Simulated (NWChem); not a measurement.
# C2H3F3Si; SMILES F/C=C(\[SiH2]F)F

```xyz
9

F     -1.3441    -1.8224     0.1017
C     -0.0302    -1.6843     0.1996
C      0.5669    -0.5100    -0.0309
F      1.9048    -0.4663     0.1048
Si    -0.2765     1.0872    -0.5379
F     -0.4295     2.0636     0.7521
H      0.5035    -2.5977     0.4816
H     -1.6304     0.7928    -1.0665
H      0.5961     1.7755    -1.5231
```
Atoms are numbered in this order, from 1.

Program: NWChem. Medium grid unless said otherwise, to which SCAN and Minnesota functionals are sensitive. Geometry: optimised at PBE0/def2-SVP. Hybrids' shares of exact exchange are those that their runs print; pure functionals count as 0. The functionals differ in more than this share.

```
row                                   share of exact exchange  orbital gap (eV)
------------------------------------  -----------------------  ----------------
PBE/def2-SVP                                             0.00              4.57
LDA (Slater exchange, PW92)/def2-SVP                     0.00              4.51
B3LYP/def2-SVP                                           0.20              6.38
B3PW91/def2-SVP                                          0.20              6.42
MPW1K/def2-SVP                                           0.43              8.49
M06-2X/def2-SVP                                          0.54          withheld
```

### Question
Fit a straight line of the last column on the one before it, predict the withheld value, and compare with the run.

### Answer

1. Means of the 5 shown rows: x = 0.166, y = 6.074. Slope Σ(x − x̄)(y − ȳ)/Σ(x − x̄)² = 1.169/0.1271 = 9.198; intercept 4.547.
2. The shown rows scatter about the line by 0.025 (root mean square); the largest residual is -0.04, at LDA (Slater exchange, PW92)/def2-SVP.
3. At x = 0.54 (M06-2X/def2-SVP; beyond the shown range) the line gives 9.51.
4. The run gives 9.08, -0.43 from the line, 17.0 times the scatter.
